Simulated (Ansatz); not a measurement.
Z-matrix (Å, degrees):
```
C
O 1 1.402
H 1 1.094 2 109.7
H 1 1.096 2 112.4 3 -120.6
H 1 1.094 2 109.7 3 118.7
Al 2 1.663 1 136.3 3 120.4
Br 6 2.233 2 121.9 1 0.0
F 6 1.635 2 119.1 1 -180.0
```

Total charge 0; spin multiplicity 1.

Problem. List the r2SCAN/def2-TZVPP orbital energies in eV (Ansatz 0.2.0). (Estimate.)

Solution. The calculation gave: Occupied: -13122.10, -1695.33, -1526.07, -1526.04, -1526.03, -1518.34, -665.64, -515.92, -274.55, -234.98, -175.16, -175.04, -175.01, -111.79, -72.12, -71.96, -71.89, -69.02, -68.98, -68.96, -68.87, -68.87, -30.39, -26.54, -20.18, -17.81, -12.75, -11.60, -11.57, -11.42, -10.36, -10.32, -9.65, -8.17, -8.01, -7.57, -7.47. Lowest empty: -1.41, -0.60, 1.17, 1.88, 2.30, 3.00, 3.29, 3.53.
